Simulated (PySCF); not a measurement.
C6H5, SMILES [c]1ccccc1 (connectivity only; charge and spin as stated), charge +1, multiplicity 1.

Coordinates come from a PBE-D3(BJ)/def2-SVP optimisation. The multiplicity is an assumed one; no other spin state was optimised. The isomer is the one that the SMILES or the coordinates give; other isomers of the formula were not compared.

The numbers are results of PBE-D3(BJ)/def2-SVP (PySCF 2.14.0), not measurements.

Harmonic, unscaled wavenumbers; measured fundamentals usually lie a few per cent lower.

| mode | ν (cm⁻¹) | IR (km/mol) | moving atoms (share of kinetic energy) |
|---|---|---|---|
| 1 | 378 | 0.0 | H 61 %, C 39 % |
| 2 | 384 | 22.1 | C 92 %, H 8 % |
| 3 | 400 | 10.5 | C 83 %, H 17 % |
| 4 | 446 | 0.0 | C 57 %, H 43 % |
| 5 | 512 | 5.0 | C 61 %, H 39 % |
| 6 | 634 | 6.9 | C 90 %, H 10 % |
| 7 | 675 | 134.7 | H 78 %, C 22 % |
| 8 | 820 | 0.0 | H 76 %, C 24 % |
| 9 | 854 | 0.0 | C 89 %, H 11 % |
| 10 | 902 | 0.0 | H 75 %, C 25 % |
| 11 | 945 | 1.1 | H 67 %, C 33 % |
| 12 | 951 | 11.8 | H 53 %, C 47 % |
| 13 | 977 | 8.2 | H 72 %, C 28 % |
| 14 | 1052 | 14.4 | C 72 %, H 28 % |
| 15 | 1072 | 28.3 | H 65 %, C 35 % |
| 16 | 1101 | 0.0 | H 78 %, C 22 % |
| 17 | 1155 | 10.6 | H 61 %, C 39 % |
| 18 | 1235 | 28.5 | H 66 %, C 34 % |
| 19 | 1323 | 29.6 | C 83 %, H 17 % |
| 20 | 1445 | 2.7 | C 78 %, H 22 % |
| 21 | 1469 | 7.4 | C 84 %, H 16 % |
| 22 | 1789 | 33.9 | C 97 % |
| 23 | 3103 | 42.1 | H 92 %, C 8 % |
| 24 | 3103 | 39.0 | H 92 %, C 8 % |
| 25 | 3150 | 46.5 | H 91 %, C 9 % |
| 26 | 3159 | 240.1 | H 91 %, C 9 % |
| 27 | 3164 | 47.2 | H 91 %, C 9 % |
